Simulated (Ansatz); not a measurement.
`ClB[TeH]` + `O=C(O)O[SiH2][SiH3]` → `[SiH3][SiH2]OBCl` + `O=C(O)[TeH]`  (redistribution)

Computed with Ansatz on PBE0-D4/def2-TZVP structures; ΔE is electronic, products minus reactants. CBS: MP2 limit from def2 TZ/QZ plus the TZ coupled-cluster correction, frozen cores. def2 core potentials past Kr. For Te outer-core shells are correlated without core-valence functions, which leaves a few kJ/mol of doubt a bond. Each species was taken in one conformer, which may not be the lowest.

`ClB[TeH]`:

Cartesian coordinates in Å:
```
Cl -0.193 1.191 -1.418
B 0.543 -0.048 -0.446
Te -0.295 -0.799 1.351
H 1.581 -0.517 -0.793
H -1.636 0.173 1.307
```

`O=C(O)O[SiH2][SiH3]`:

```xyz
12

O    -0.676   -1.536    0.179
C    -1.299   -0.875   -0.617
O    -2.549   -1.126   -0.993
O    -0.836    0.195   -1.231
Si    0.770    0.652   -0.884
Si    1.160    0.699    1.424
H    -2.827   -1.914   -0.509
H     1.675   -0.284   -1.596
H     0.848    1.988   -1.522
H    -0.120    0.979    2.127
H     1.740   -0.580    1.896
H     2.114    1.803    1.726
```

`[SiH3][SiH2]OBCl`:

Z-matrix (Å, degrees):
```
Si
Si 1 2.346
H 1 1.487 2 110.9
H 1 1.488 2 107.7 3 119.2
H 1 1.487 2 110.9 3 -121.6
O 2 1.669 1 112.2 3 60.9
H 2 1.485 1 111.0 3 -58.6
H 2 1.485 1 110.9 3 -179.7
B 6 1.336 2 132.4 1 -0.2
Cl 9 1.756 6 119.3 2 179.9
H 9 1.197 6 122.8 2 -0.1
```

`O=C(O)[TeH]`:

Z-matrix (Å, degrees):
```
C
O 1 1.341
Te 1 2.134 2 108.4
O 1 1.191 2 124.8 3 180.0
H 2 0.971 1 107.1 3 -180.0
H 3 1.654 1 90.2 2 180.0
```

| species | SCS-MP2/def2-QZVPP energy (Eh) |
| --- | --- |
| `ClB[TeH]` | -753.30379 |
| `O=C(O)O[SiH2][SiH3]` | -845.23377 |
| `[SiH3][SiH2]OBCl` | -1141.49636 |
| `O=C(O)[TeH]` | -457.06420 |

Work out ΔE.

ΔE = (-1141.49636) + (-457.06420) − (-753.30379) − (-845.23377) = -0.02300 Eh = -0.63 eV. CCSD(T)/CBS gives -0.58 eV.

Largest T1 diagnostic among the species: 0.015.

In def2-TZVPP, CCSD(T) changes the Hartree–Fock value by −0.05 eV (the triples alone add −0.01 eV) and MP2 by −0.06 eV. From PBE to PBE0 (25 % exact exchange), in def2-TZVPP and without D4, ΔE moves by +0.09 eV.
